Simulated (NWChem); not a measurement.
## Correlation energy of NS

```xyz
2

N      0.0000     0.0000     1.0445
S      0.0000     0.0000    -0.4570
```
Charge 0, spin multiplicity 2.

Program: NWChem. All single points use one geometry, from UPBE0/def2-SVP, a minimum by its harmonic frequencies.

Basis set: def2-TZVP. Each correlation energy counts from its own Hartree-Fock reference.

The correlated methods keep 6 core orbitals frozen. The structure started from a generated list of species. The unpaired electrons of the parent sit in orbitals of symmetry b1 (C2v labels of the run); other states weren't searched. The stability of the SCF solutions was not checked. Open-shell Hartree-Fock references start from PBE0 orbitals. No row is a measurement; the coupled-cluster row has its own basis-set and correlation limits.

**Question.** One of these methods gave a correlation energy of -369.7 mHa. Which?
(A) CCSD on ROHF
(B) CCSD[T] on ROHF
(C) CCSD(T) on ROHF

**Answer.** A, CCSD on ROHF. The others give -394.0 (CCSD[T] on ROHF), -392.4 (CCSD(T) on ROHF).
